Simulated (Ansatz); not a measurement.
Calculation: frozen-core CCSD(T)/cc-pVTZ // B3LYP-D3(BJ)/def2-TZVP in Ansatz (a quantum-chemistry and plane-wave program).

Ansatz 0.2 input:
```yaml
crystal:
  periodic: [false, false, false]
  atoms:
    - { symbol: Si, position_ang: [-1.96448, -1.434995, -0.049099] }
    - { symbol: Ga, position_ang: [-0.014232, 0.014751, -0.022963] }
    - { symbol: Si, position_ang: [-0.247707, 2.426371, 0.15806] }
    - { symbol: Si, position_ang: [2.201167, -0.979409, -0.129949] }
    - { symbol: H, position_ang: [-1.790937, -2.563514, -1.000001] }
    - { symbol: H, position_ang: [-2.134299, -2.018025, 1.309533] }
    - { symbol: H, position_ang: [-3.222102, -0.727468, -0.398245] }
    - { symbol: H, position_ang: [-1.489299, 2.93054, -0.481928] }
    - { symbol: H, position_ang: [-0.313087, 2.774709, 1.603793] }
    - { symbol: H, position_ang: [0.904648, 3.157948, -0.42709] }
    - { symbol: H, position_ang: [2.601288, -1.052025, -1.561857] }
    - { symbol: H, position_ang: [2.241656, -2.359382, 0.417454] }
    - { symbol: H, position_ang: [3.22466, -0.170498, 0.580042] }
basis:
  gaussian: { orbitals: cc-pVTZ }
correlation:
  method: ccsd_t
```

Output:

```
Functional definition: HF
1576 factors; integrals over basis functions are off by at most 8.7e-4 eV
mean field evaluation 1: about -76062.9406 eV, gradient 1.8e1 eV
mean field evaluation 2: about -76063.0780 eV, gradient 1.9e1 eV
mean field evaluation 4: about -76065.3728 eV, gradient 3.4e0 eV
mean field evaluation 8: about -76065.3985 eV, gradient 1.2e-1 eV
mean field evaluation 16: about -76064.9228 eV, gradient 6.7e0 eV
mean field -76065.39860441 eV, -2795.3518397329 hartree, gradient 3.0e-6 eV, S^2 0.000000; 0 other end points of the search recorded, 0 dependent functions left out
24 core orbitals not correlated
reference -76065.39860441 eV, -2795.3518397329 hartree; 17, 17 occupied and 230, 230 virtual orbitals, 1576 factors
second order -14.75880405 eV of doubles, -0.00000000 eV of singles
cycle   1  -16.15166348 eV  change    -1.4e0 eV  update   1.2e-1
cycle   2  -16.82268953 eV  change   -6.7e-1 eV  update   3.6e-2
cycle   3  -16.91362141 eV  change   -9.1e-2 eV  update   1.6e-2
cycle   4  -16.91047276 eV  change    3.1e-3 eV  update   4.5e-3
cycle   5  -16.90771500 eV  change    2.8e-3 eV  update   1.3e-3
cycle   6  -16.90693970 eV  change    7.8e-4 eV  update   4.6e-4
cycle   7  -16.90698124 eV  change   -4.2e-5 eV  update   1.3e-4
cycle   8  -16.90703398 eV  change   -5.3e-5 eV  update   5.5e-5
cycle   9  -16.90703303 eV  change    9.5e-7 eV  update   2.3e-5
perturbative correction -0.66956522 eV, -0.0246060680 hartree
Total energy: -76082.97520266 eV, -2795.9977678047 hartree
```

Cost: roughly 11 core-minutes.
